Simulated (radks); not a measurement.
Q: The mean radii <r> (bohr) of the occupied orbitals of an atom or ion are listed with their occupations. Calculated with a radial shooting solver on a logarithmic mesh with Libxc functionals: scalar-relativistic Kohn-Sham, exchange-only LDA, spin-polarised, spherical densities, point nucleus.

| orbital | occ. | <r> |
|---|---|---|
| 1s | 2 | 0.01804 |
| 2s | 2 | 0.07562 |
| 2p | 6 | 0.06767 |
| 3s | 2 | 0.1847 |
| 3p | 6 | 0.1820 |

Name the element and its charge. Open shells, if any, are filled with parallel spins first.

A: Z = 75, rhenium, charge +57: Re57+ in [Ar]. The 1s radius gives Z: for a bare nucleus <r> = (2 gamma + 1)/(2Z) with gamma = sqrt(1 - (Z/c)^2), 0.01783 bohr for Z = 75, and screening makes it slightly larger (0.01804 here). The occupations add up to 18, and the charge is Z minus that.
